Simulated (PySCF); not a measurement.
## Adding and removing an electron: TlGa

PBE; Tl def2-SVP with ECP60, Ga def2-SVP; scalar-relativistic core potentials (PySCF 2.14). Neutral (UKS): triplet (σ ↑, π ↑), Re = 2.963 Å, ωe = 115 cm⁻¹, De = 1.43 eV, HOMO -3.39 eV, LUMO -3.27 eV.

TlGa⁺ (UKS): doublet (σ ↑), Re = 3.526 Å, ωe = 66.2 cm⁻¹. The energies at the minima are -2096.85028 hartree for TlGa and -2096.64571 for TlGa⁺.

Q: Work out the adiabatic ionisation energy, without and with harmonic zero-point energies (1 hartree = 27.2114 eV, 1 eV = 8065.5 cm⁻¹), and the change of the bond length.

A: At PBE: 0.20457 hartree = 5.567 eV between the minima; the zero-point term (66.2 − 115.0)/2 cm⁻¹ = -0.003 eV makes it 5.564 eV. Re changes by +56.3 pm against the neutral. The electron leaves a π orbital, and the ion is left as a loose complex of an ion and an atom.

Spin–orbit coupling is left out, which matters for elements this heavy, above all for dissociation energies. States were picked by a PBE0 search and need not be the measured ground states.
